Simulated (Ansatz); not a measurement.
Basis sets compared for trans-NiCl2(NH3)2 (NiN2Cl2H6). The state is a singlet with charge 0. Geometry PBE-D4/def2-SVP. Ansatz on 4 threads of Intel Xeon Platinum 8259CL on a shared host; times are rough, and most runs start from earlier orbitals.

Cartesian coordinates in Å:
```
Ni -0.002 0.000 0.001
Cl -1.957 -0.005 0.984
N 0.473 1.579 0.953
H 0.141 2.412 0.444
H 1.499 1.651 1.032
H 0.024 1.593 1.881
Cl 1.953 0.004 -0.980
N -0.474 -1.579 -0.952
H -0.070 -2.407 -0.489
H -0.088 -1.555 -1.908
H -1.500 -1.692 -0.966
```

Binding counts from free atoms (Ni triplet, Cl doublet, N quartet, H doublet) in the same basis, without a counterpoise term.

```csv
level,functions,energy (Eh),HOMO (eV),LUMO (eV),binding per atom (eV),wall time
PBE-D4/def2-SVP,125,-2540.6787,-3.78,-2.56,3.39,1.9 s
PBE-D4/def2-TZVP (with forces),217,-2541.3657,-4.55,-3.18,3.34,3.5 s
r2SCAN-D4/def2-TZVP (with forces),217,-2541.9718,-4.89,-3.05,3.27,6 s
PBE0-D4/def2-SVP,125,-2540.7581,-6.18,-1.14,3.25,2.4 s
```

Estimate the rows for PBE-D4/def2-TZVPD, r2SCAN-D4/def2-TZVPD, PBE0-D4/def2-TZVPD.


```json
{"level": "PBE-D4/def2-TZVPD", "functions": "268", "energy (Eh)": "-2541.3711", "HOMO (eV)": "-4.69", "LUMO (eV)": "-3.32", "binding per atom (eV)": "3.34", "wall time": "3.7 s"}
{"level": "r2SCAN-D4/def2-TZVPD", "functions": "268", "energy (Eh)": "-2541.9755", "HOMO (eV)": "-4.99", "LUMO (eV)": "-3.16", "binding per atom (eV)": "3.27", "wall time": "7.5 s"}
{"level": "PBE0-D4/def2-TZVPD", "functions": "268", "energy (Eh)": "-2541.4294", "HOMO (eV)": "-6.82", "LUMO (eV)": "-1.88", "binding per atom (eV)": "3.22", "wall time": "7.5 s"}
```
